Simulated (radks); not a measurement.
All-electron atom: K16+ in [He] 2s1.

All-electron calculation, non-relativistic Kohn-Sham, TPSS, spin-polarised, spherical densities, point nucleus; open shells are filled with parallel spins first; meta-GGA in the generalised Kohn-Sham scheme. Program: a radial shooting solver on a logarithmic mesh with Libxc functionals.

Energy parts (eV):
| part | energy |
|---|---|
| total | -10534.900 |
| kinetic | 10533.347 |
| electron-nucleus | -21574.851 |
| Hartree | 872.425 |
| exchange-correlation | -365.822 |

Orbitals (lengths in bohr, moments of r in powers of bohr):
orbital	occ.	eigenvalue (eV)	<r^2>	<1/r>	<r^4>
1s up	1	-4388.190	0.008718	18.67	0.0001929
1s down	1	-4383.515	0.008719	18.66	0.0001923
2s up	1	-1003.892	0.1331	4.396	0.02912

The highest occupied level is 2s up at -1003.9 eV. For comparison, the ionisation energy in NIST's Atomic Spectra Database is 1034.5 eV (theoretical). In exact Kohn-Sham theory the highest level is minus the ionisation energy, but local and semilocal functionals leave it too shallow, through self-interaction and a potential that decays too fast; potentials with the right tail come closer. The electron density at the nucleus is 4442 e/bohr^3. Virial ratio -V/T = 2.00015. Spin moment in Bohr magnetons: 1. The spin density at the nucleus is 235.1 e/bohr^3 (1s 3.1, 2s 232.0), a Fermi contact field of 1.23e+04 T.
